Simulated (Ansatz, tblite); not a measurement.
Isomers of Cu3F4⁻ (singlet), found by a short tight-binding search and relaxed with r2SCAN-D4/def2-SVPD in Ansatz.

The xTB rows come from tblite. Correlated methods freeze 31 core orbitals.

A: At MP2/def2-TZVPD the test of the restricted singlet for broken spin symmetry was undecided. B: At MP2/def2-TZVPD the test of the restricted singlet for broken spin symmetry was undecided.

Other spin states weren't relaxed.

A:

```tsv
atom	x (Å)	y (Å)	z (Å)
Cu1	1.178	-1.761	-1.196
Cu2	-1.317	1.616	1.254
Cu3	0.348	0.362	-0.145
F4	1.782	-0.762	0.250
F5	-1.661	1.720	2.993
F6	0.668	-2.751	-2.579
F7	-0.999	1.576	-0.577
```

B:

```xyz
7

Cu   -0.038    0.009   -0.003
Cu    0.161   -0.489   -3.643
Cu   -0.146    0.486    3.644
F    -0.196    0.682    5.410
F    -0.098    0.277    1.802
F     0.023   -0.259   -1.808
F     0.295   -0.707   -5.402
```

Task: Estimate which lies lowest at each level, and how far above it the others are (kJ/mol).

Result: 
| level | A | B |
| --- | --- | --- |
| GFN1-xTB | 0.0 | 61.6 |
| GFN2-xTB | 15.1 | 0.0 |
| HF/def2-TZVPD | 69.5 | 0.0 |
| PBE-D4/def2-TZVPD | 0.0 | 29.5 |
| revPBE-D4/def2-TZVPD | 0.0 | 23.3 |
| r2SCAN-D4/def2-TZVPD | 0.0 | 35.0 |
| PBE0-D4/def2-TZVPD | 0.0 | 1.3 |
| CAM-B3LYP-D4/def2-TZVPD | 12.2 | 0.0 |
| MP2/def2-TZVPD | 29.7 | 0.0 |
Point groups (tolerance 0.1 Å): A C2, B not assigned. Lower isomers may exist.
